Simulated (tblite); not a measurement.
Compound: C₈H₉FO.
SMILES with atom numbers: `[CH:1]#[C:2][C@@H:3]1[CH2:4][C@H:5]([F:6])/[C:7]1=[CH:8]/[O:9][CH3:10]` (hydrogens: H11 on C1; H12 on C3; H13, H14 on C4; H15 on C5; H16 on C8; H17, H18, H19 on C10)

Computed with GFN2-xTB (tblite), gas phase: L-BFGS steps from a force-field or distance-geometry start until the largest atomic force falls under 0.01 eV/Å.

At the end of the run (lengths in Å): C4–H13 1.087, C1–H11 1.049, C3–C7 1.517, C2–C3 1.443, C8–O9 1.356, C10–H18 1.095, C5–F6 1.380, C3–C7–C5 92.4°, F6–C5–C7 115.6°, C2–C3–C7 115.3°, C3–C4–C5 89.7°, C2–C3–C4–C5 -125°, C3–C4–C5–F6 125°, C4–C5–C7–C8 166°, H15–C5–C7–C8 -76°, H15–C5–C4–C3 -111°.

Task: These geometries were met on the way; a selection of coordinates is given. Order them by energy above the end point, lowest first.
A. C4–H13 1.069, C1–H11 1.007, C3–C7 1.537, C2–C3 1.406, C8–O9 1.352, C10–H18 1.079, C5–F6 1.369, C3–C7–C5 86.7°, F6–C5–C7 121.4°, C2–C3–C7 121.3°, C3–C4–C5 84.6°, C2–C3–C4–C5 -151°, C3–C4–C5–F6 155°, C4–C5–C7–C8 133°, H15–C5–C7–C8 -119°, H15–C5–C4–C3 -79°
B. C4–H13 1.087, C1–H11 1.050, C3–C7 1.514, C2–C3 1.434, C8–O9 1.359, C10–H18 1.096, C5–F6 1.366, C3–C7–C5 87.5°, F6–C5–C7 122.3°, C2–C3–C7 121.4°, C3–C4–C5 85.1°, C2–C3–C4–C5 -151°, C3–C4–C5–F6 154°, C4–C5–C7–C8 133°, H15–C5–C7–C8 -117°, H15–C5–C4–C3 -82°
C. C4–H13 1.136, C1–H11 1.077, C3–C7 1.477, C2–C3 1.438, C8–O9 1.386, C10–H18 1.124, C5–F6 1.355, C3–C7–C5 85.4°, F6–C5–C7 116.0°, C2–C3–C7 118.2°, C3–C4–C5 83.5°, C2–C3–C4–C5 -154°, C3–C4–C5–F6 150°, C4–C5–C7–C8 143°, H15–C5–C7–C8 -111°, H15–C5–C4–C3 -75°
D. C4–H13 1.087, C1–H11 1.049, C3–C7 1.520, C2–C3 1.441, C8–O9 1.359, C10–H18 1.095, C5–F6 1.374, C3–C7–C5 89.9°, F6–C5–C7 117.8°, C2–C3–C7 120.7°, C3–C4–C5 87.7°, C2–C3–C4–C5 -146°, C3–C4–C5–F6 143°, C4–C5–C7–C8 135°, H15–C5–C7–C8 -111°, H15–C5–C4–C3 -93°
E. C4–H13 1.091, C1–H11 1.048, C3–C7 1.513, C2–C3 1.438, C8–O9 1.355, C10–H18 1.097, C5–F6 1.378, C3–C7–C5 91.1°, F6–C5–C7 116.3°, C2–C3–C7 120.0°, C3–C4–C5 88.3°, C2–C3–C4–C5 -142°, C3–C4–C5–F6 137°, C4–C5–C7–C8 143°, H15–C5–C7–C8 -100°, H15–C5–C4–C3 -98°

Result: E (0.097 eV), D (0.158 eV), B (0.268 eV), A (0.432 eV), C (0.868 eV).

```tsv
step	E above end (eV)	rms distance from the end, all atoms (Å)	largest force (eV/Å)	rms shift of all bonds from the end (Å)
24	0.097	0.405	0.255	0.003
15	0.158	0.479	0.194	0.002
7	0.268	0.532	0.502	0.004
3	0.432	0.540	2.746	0.017
0	0.868	0.552	2.315	0.023
```

Rows stand in the order of the answer.
